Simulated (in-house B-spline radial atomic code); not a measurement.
Cl II (Cl+): [Ne] 3s2 3p(2 up, 2 down)

Method: non-relativistic SCAN, spin-polarised, spherical fractional occupations, point nucleus. Calculated with a radial B-spline atomic code at the basis-set limit.

Screening seen three ways: the hydrogenic charge with the same mean radius, Z_r = [3n² - l(l+1)]/(2<r>), the one with the same energy, Z_e = n√(-2ε), and Slater's rules. Values are occupation-weighted means over spin.

```tsv
shell	electrons	ε (eV)	<r> (bohr)	Z_r	Z_e	Slater
1s	2	-2768.1	0.09144	16.40	14.26	16.70
2s	2	-269.22	0.4444	13.50	8.90	12.85
2p	6	-207.72	0.4066	12.30	7.81	12.85
3s	2	-32.885	1.503	8.98	4.66	6.45
3p	4	-19.746	1.704	7.34	3.61	6.45
```

The least bound orbital is 3p up at -19.75 eV, and it is also the most diffuse (<r> = 1.704 bohr).
